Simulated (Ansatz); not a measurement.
## Nudged elastic band run: C2H6O2Si2

Input:

```yaml
crystal:
  periodic: [false, false, false]
  atoms:
    - { symbol: O, position_ang: [1.956918, 0.26489, -0.90275] }
    - { symbol: Si, position_ang: [0.423753, 0.11912, -0.289226] }
    - { symbol: Si, position_ang: [0.61218, -0.983013, 1.76977] }
    - { symbol: C, position_ang: [-1.066597, -0.11405, -1.366143] }
    - { symbol: C, position_ang: [-1.419807, 1.111259, -0.908323] }
    - { symbol: O, position_ang: [-0.430895, 1.651855, -0.118973] }
    - { symbol: H, position_ang: [2.044172, 0.666166, -1.777637] }
    - { symbol: H, position_ang: [1.028754, -2.399777, 1.551034] }
    - { symbol: H, position_ang: [-0.715168, -0.969521, 2.450044] }
    - { symbol: H, position_ang: [1.62003, -0.307384, 2.63721] }
    - { symbol: H, position_ang: [-1.643324, -0.80303, -1.978592] }
    - { symbol: H, position_ang: [-2.333015, 1.708185, -1.032414] }
basis:
  gaussian: { orbitals: def2-SVP }
hamiltonian:
  xc: b3lyp
neb:
  order_check: false
  images: 5
  f_tol: 0.03
  max_iterations: 60
  final_atoms:
    - { symbol: O, position_ang: [1.77996017, 0.3136122, -1.2732115] }
    - { symbol: Si, position_ang: [0.35986797, 0.14405832, -0.43529583] }
    - { symbol: Si, position_ang: [0.65542261, -0.92380045, 1.64104571] }
    - { symbol: C, position_ang: [-1.19238042, -0.11805633, -1.39053177] }
    - { symbol: C, position_ang: [-1.53848127, 1.09673886, -0.89916691] }
    - { symbol: O, position_ang: [-0.50876718, 1.65321062, -0.17418767] }
    - { symbol: H, position_ang: [2.60539887, 0.38921582, -0.77988078] }
    - { symbol: H, position_ang: [1.03900584, -2.35291338, 1.43773559] }
    - { symbol: H, position_ang: [-0.61123821, -0.86227142, 2.42501624] }
    - { symbol: H, position_ang: [1.74596038, -0.25666075, 2.4163968] }
    - { symbol: H, position_ang: [-1.78774583, -0.81331486, -1.97669354] }
    - { symbol: H, position_ang: [-2.47000193, 1.67488136, -0.95722635] }
  initial_path:
    images:
      - { positions_ang: [[1.956918, 0.26489, -0.90275], [0.423753, 0.11912, -0.289226], [0.61218, -0.983013, 1.76977], [-1.066597, -0.11405, -1.366143], [-1.419807, 1.111259, -0.908323], [-0.430895, 1.651855, -0.118973], [2.044172, 0.666166, -1.777637], [1.028754, -2.399777, 1.551034], [-0.715168, -0.969521, 2.450044], [1.62003, -0.307384, 2.63721], [-1.643324, -0.80303, -1.978592], [-2.333015, 1.708185, -1.032414]] }
      - { positions_ang: [[1.88239437, 0.23449895, -1.0435386], [0.40009381, 0.10872496, -0.31318066], [0.60697982, -0.975338, 1.72094621], [-1.08889043, -0.11224297, -1.32296035], [-1.4416321, 1.13124871, -0.92437034], [-0.43194233, 1.62452439, -0.16821163], [2.17123307, 0.70550505, -1.48872382], [1.03118218, -2.39202107, 1.51278809], [-0.68044026, -0.95414143, 2.46334947], [1.64935249, -0.3148677, 2.58382865], [-1.67738201, -0.83460149, -1.89858847], [-2.34394759, 1.72341061, -1.08733856]] }
      - { positions_ang: [[1.80787073, 0.20410791, -1.1843272], [0.37643461, 0.09832991, -0.33713532], [0.60177964, -0.967663, 1.67212242], [-1.11118386, -0.11043594, -1.27977769], [-1.4634572, 1.15123841, -0.94041768], [-0.43298967, 1.59719378, -0.21745026], [2.29829414, 0.7448441, -1.19981064], [1.03361035, -2.38426514, 1.47454219], [-0.64571253, -0.93876185, 2.47665494], [1.67867497, -0.32235141, 2.53044731], [-1.71144002, -0.86617298, -1.81858493], [-2.35488018, 1.73863621, -1.14226312]] }
      - { positions_ang: [[1.7333471, 0.17371686, -1.32511579], [0.35277542, 0.08793487, -0.36108999], [0.59657947, -0.959988, 1.62329863], [-1.13347729, -0.10862891, -1.23659504], [-1.48528229, 1.17122812, -0.95646502], [-0.434037, 1.56986316, -0.2666889], [2.4253552, 0.78418315, -0.91089747], [1.03603853, -2.37650922, 1.43629628], [-0.61098479, -0.92338228, 2.4899604], [1.70799746, -0.32983511, 2.47706596], [-1.74549803, -0.89774447, -1.7385814], [-2.36581277, 1.75386182, -1.19718767]] }
      - { positions_ang: [[1.74888479, 0.22034864, -1.30781436], [0.3551396, 0.10664269, -0.38582527], [0.61619385, -0.94792548, 1.62921432], [-1.15311167, -0.11177138, -1.28790728], [-1.50301528, 1.14639837, -0.93736565], [-0.45894706, 1.59764565, -0.23585516], [2.48536976, 0.65252738, -0.86722524], [1.03702763, -2.36864394, 1.43677605], [-0.61106926, -0.90301199, 2.46831235], [1.72065176, -0.30544366, 2.45684291], [-1.75958063, -0.86960127, -1.81795211], [-2.40054249, 1.727535, -1.11720056]] }
      - { positions_ang: [[1.76442248, 0.26698042, -1.29051293], [0.35750378, 0.12535051, -0.41056055], [0.63580823, -0.93586297, 1.63513001], [-1.17274604, -0.11491385, -1.33921952], [-1.52074828, 1.12156861, -0.91826628], [-0.48385712, 1.62542814, -0.20502141], [2.54538431, 0.5208716, -0.82355301], [1.03801674, -2.36077866, 1.43725582], [-0.61115374, -0.88264171, 2.4466643], [1.73330607, -0.2810522, 2.43661986], [-1.77366323, -0.84145807, -1.89732283], [-2.43527221, 1.70120818, -1.03721346]] }
      - { positions_ang: [[1.77996017, 0.3136122, -1.2732115], [0.35986797, 0.14405832, -0.43529583], [0.65542261, -0.92380045, 1.64104571], [-1.19238042, -0.11805633, -1.39053177], [-1.53848127, 1.09673886, -0.89916691], [-0.50876718, 1.65321062, -0.17418767], [2.60539887, 0.38921582, -0.77988078], [1.03900584, -2.35291338, 1.43773559], [-0.61123821, -0.86227142, 2.42501624], [1.74596038, -0.25666075, 2.4163968], [-1.78774583, -0.81331486, -1.97669354], [-2.47000193, 1.67488136, -0.95722635]] }
```

Command:

```bash
$ ansatz run input.yaml --threads 2 --pin off --max-ram 3072MiB --backend cpu --events-out ev --progress --plain --runs-dir out
```

Output, in part (warnings, iteration lines, the closing report on the highest movable image, with atoms numbered from 0):

```
NEB end point (image 0): max|allowed force component| = 1.111e-2 eV/Å (the criterion of neb.relax_end_points is 1.000e-2)
NEB end point (image 6): max|allowed force component| = 9.180e-3 eV/Å (the criterion of neb.relax_end_points is 1.000e-2)
NEB iter   1: max|band force component| = 2.483e1 eV/Å  barrier→ = 3.4527 eV  barrier← = 3.3681 eV  Δτ_max = 0.1996 Å  (188 SCF iters)
NEB iter   2: max|band force component| = 2.299e0 eV/Å  barrier→ = 0.3267 eV  barrier← = 0.2421 eV  Δτ_max = 0.2000 Å  (153 SCF iters)
NEB iter   3: max|band force component| = 8.325e-1 eV/Å  barrier→ = 0.2086 eV  barrier← = 0.1240 eV  Δτ_max = 0.2000 Å  (143 SCF iters)
NEB iter   4: max|band force component| = 8.421e-1 eV/Å  barrier→ = 0.2377 eV  barrier← = 0.1532 eV  Δτ_max = 0.1006 Å  (147 SCF iters)
NEB iter   5: max|band force component| = 6.552e-1 eV/Å  barrier→ = 0.1605 eV  barrier← = 0.0760 eV  Δτ_max = 0.0997 Å  (149 SCF iters)
NEB iter   6: max|band force component| = 6.116e-1 eV/Å  barrier→ = 0.1381 eV  barrier← = 0.0536 eV  Δτ_max = 0.1002 Å  (134 SCF iters)
NEB iter   7: max|band force component| = 2.557e-1 eV/Å  barrier→ = 0.1317 eV  barrier← = 0.0472 eV  CI = image 4  Δτ_max = 0.1158 Å  (136 SCF iters)
NEB iter   8: max|band force component| = 2.216e-1 eV/Å  barrier→ = 0.1399 eV  barrier← = 0.0554 eV  CI = image 4  Δτ_max = 0.0618 Å  (141 SCF iters)
NEB iter   9: max|band force component| = 1.682e-1 eV/Å  barrier→ = 0.1387 eV  barrier← = 0.0541 eV  CI = image 4  Δτ_max = 0.0716 Å  (134 SCF iters)
NEB iter  10: max|band force component| = 1.471e-1 eV/Å  barrier→ = 0.1376 eV  barrier← = 0.0531 eV  CI = image 4  Δτ_max = 0.0290 Å  (135 SCF iters)
NEB iter  11: max|band force component| = 1.069e-1 eV/Å  barrier→ = 0.1373 eV  barrier← = 0.0527 eV  CI = image 4  Δτ_max = 0.0307 Å  (135 SCF iters)
NEB iter  12: max|band force component| = 7.764e-2 eV/Å  barrier→ = 0.1370 eV  barrier← = 0.0524 eV  CI = image 4  Δτ_max = 0.0266 Å  (133 SCF iters)
NEB iter  13: max|band force component| = 6.676e-2 eV/Å  barrier→ = 0.1366 eV  barrier← = 0.0521 eV  CI = image 4  Δτ_max = 0.0260 Å  (136 SCF iters)
NEB iter  14: max|band force component| = 5.807e-2 eV/Å  barrier→ = 0.1364 eV  barrier← = 0.0519 eV  CI = image 4  Δτ_max = 0.0161 Å  (138 SCF iters)
NEB iter  15: max|band force component| = 5.426e-2 eV/Å  barrier→ = 0.1363 eV  barrier← = 0.0518 eV  CI = image 4  Δτ_max = 0.0127 Å  (121 SCF iters)
NEB iter  16: max|band force component| = 2.302e-2 eV/Å  barrier→ = 0.1363 eV  barrier← = 0.0517 eV  CI = image 4  Δτ_max = 0.0000 Å  (253 SCF iters)
Total energy: -22012.83344470 eV, -808.9567082582 hartree
Atom 0 at     1.841497     0.134148    -1.203109 Å, force    -0.007839     0.008814     0.009978 eV/Å
Atom 1 at     0.391782     0.063723    -0.397675 Å, force     0.002108     0.001861    -0.005185 eV/Å
Atom 2 at     0.618770    -0.979143     1.697061 Å, force     0.001399    -0.000171     0.001903 eV/Å
Atom 3 at    -1.179512    -0.165956    -1.340347 Å, force    -0.000009     0.002910     0.002132 eV/Å
Atom 4 at    -1.448325     1.094343    -0.924860 Å, force    -0.012114    -0.004635    -0.006231 eV/Å
Atom 5 at    -0.381362     1.631818    -0.230588 Å, force     0.012046    -0.005549     0.001355 eV/Å
Atom 6 at     2.388046     0.924949    -1.121205 Å, force     0.003804    -0.003665    -0.004711 eV/Å
Atom 7 at     0.977269    -2.417055     1.512407 Å, force    -0.000017    -0.000173     0.000369 eV/Å
Atom 8 at    -0.666771    -0.892431     2.449308 Å, force     0.000136    -0.000587     0.000873 eV/Å
Atom 9 at     1.697267    -0.320259     2.493956 Å, force    -0.001340    -0.000700    -0.001008 eV/Å
Atom 10 at    -1.821095    -0.856487    -1.881657 Å, force     0.001102     0.000371     0.000367 eV/Å
Atom 11 at    -2.340565     1.727050    -1.019291 Å, force     0.000723     0.001525     0.000157 eV/Å
Dipole moment:     0.047408     0.043478    -0.011119 e Å
```

The run converged. A vibrational analysis at the climbing image gives one clearly imaginary mode, 307i cm⁻¹: a first-order saddle point.

Final band (atoms are numbered from 1 in the order of the input):

```tsv
image	path coordinate (Å)	energy (eV)	dihedral H7–O1–Si2–C5 (°)
0	0.00	0.000	-17
1	0.27	0.012	-3
2	0.53	0.053	18
3	0.80	0.110	46
4	1.06	0.136	75
5	1.47	0.106	112
6	1.87	0.085	139
```

The run took 3.1 min on 2 threads of AMD EPYC 9R14 (Zen 4) (shared host), peak memory 0.31 GiB.
